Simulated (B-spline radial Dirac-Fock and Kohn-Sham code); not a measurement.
## Neutral gadolinium: differential elastic cross section for positrons at 658 eV

Calculated with a radial finite-basis atomic code, using relativistic (Dirac) partial waves in the static field of the Dirac-Fock atom, without polarisation or absorption potentials.

Input of the calculation (task.json; shells as n, l, electrons):

```json
{"items": [{
  "Z": 64,
  "q": 0,
  "cfg": [[1, 0, 2], [2, 0, 2], [2, 1, 6], [3, 0, 2], [3, 1, 6], [3, 2, 10], [4, 0, 2], [4, 1, 6], [4, 2, 10], [4, 3, 7], [5, 0, 2], [5, 1, 6], [5, 2, 1], [6, 0, 2]],
  "A": 158,
  "rrms": 5.1569,
  "do": "elastic",
  "energies": [[658.0, 1]],
  "theta": [0, 10, 20, 30, 40, 50, 60, 70, 80, 90, 100, 110, 120, 130, 140, 150, 160, 170, 180]
}]}
```

Run with: `python xray2_run.py task.json out`

```
θ (°)  dσ/dΩ (a₀²/sr)
    0             288
   10            26.4
   20            3.79
   30            1.27
   40           0.602
   50           0.333
   60           0.207
   70           0.140
   80           0.102
   90          0.0774
  100          0.0617
  110          0.0510
  120          0.0435
  130          0.0382
  140          0.0345
  150          0.0319
  160          0.0301
  170          0.0292
  180          0.0288
```

Question: What integrated cross sections go with this distribution?

Answer: The total elastic cross section is 13.8 a₀², the first transport cross section 1.20 a₀² and the second, weighted with (3/2) sin²θ, 2.22 a₀². The mean deflection is ⟨1 − cos θ⟩ = 0.0867, and 2.1 % of the collisions scatter beyond 90°.

Phase shifts modulo π (rad) for κ = −1 to −5: -1.085, 0.080, 0.906, 1.483, -1.254.
